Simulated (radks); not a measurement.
Neutral rhodium, 45 electrons, occupied as [Kr] 4d8 6d1 (not the ground configuration). All-electron calculation, Dirac Kohn-Sham, PBE, spin-unpolarised, spherical densities, point nucleus; open shells fill j = l - 1/2 first. Program: a radial shooting solver on a logarithmic mesh with Libxc functionals.

Normalised radial functions P(r) = r R(r) (large component), r in bohr:

r	6d5/2
0.001328	0.0000
0.001873	0.0000
0.002642	0.0000
0.003727	0.0000
0.005299	0.0000
0.007475	0.0000
0.01054	0.0001
0.01499	0.0002
0.02115	0.0004
0.02983	0.0010
0.04208	0.0024
0.05983	0.0055
0.0844	0.0110
0.119	0.0196
0.1679	0.0294
0.2388	0.0345
0.3368	0.0252
0.4751	-0.0029
0.6702	-0.0402
0.9529	-0.0648
1.344	-0.0569
1.896	-0.0177
2.696	0.0459
3.803	0.1192
5.364	0.1736
7.567	0.1580
10.76	0.0329
15.18	-0.1634
21.41	-0.2764
30.2	-0.1176
42.94	-0.0122
60.57	-0.0003

6d5/2 (empty): eigenvalue -0.549 eV, 3 radial nodes at r = 0.462, 2.12, 11.5 bohr, <r> = 19.6 bohr, 90 % of the charge inside 27.4 bohr.
